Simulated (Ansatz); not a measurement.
One change: `ClC[SiH2][GaH2]` becomes `S[SiH2][SiH2]CCl`.

Ansatz, PBE0-D4/def2-TZVP geometries, multiplicity 1. Each molecule was computed in one conformer, which needn't be the lowest.

Scalar relativity is left out up to krypton.

```csv
property,`ClC[SiH2][GaH2]`
HOMO–LUMO gap (B3LYP/def2-TZVPP) / eV,5.68
LUMO energy (B3LYP/def2-TZVPP) / eV,-1.44
HOMO–LUMO gap (PBE/def2-TZVPP) / eV,4.20
size of the dipole moment (B3LYP/def2-TZVPP) / D,1.90
LUMO energy (PBE/def2-TZVPP) / eV,-2.04
HOMO energy (PBE/def2-TZVPP) / eV,-6.24
```

Problem. Give the same properties after the change, and the shifts. (An estimate is asked.)

Solution. The calculation gave: 
```tsv
property	`S[SiH2][SiH2]CCl`	shift
HOMO–LUMO gap (B3LYP/def2-TZVPP) / eV	6.04	0.36
LUMO energy (B3LYP/def2-TZVPP) / eV	-1.06	0.38
HOMO–LUMO gap (PBE/def2-TZVPP) / eV	4.42	0.22
size of the dipole moment (B3LYP/def2-TZVPP) / D	1.26	-0.64
LUMO energy (PBE/def2-TZVPP) / eV	-1.73	0.31
HOMO energy (PBE/def2-TZVPP) / eV	-6.16	0.08
```

Dipoles are sizes alone; their direction can turn.

B3LYP here is the variant with VWN-RPA as its local correlation; programs differ in this.
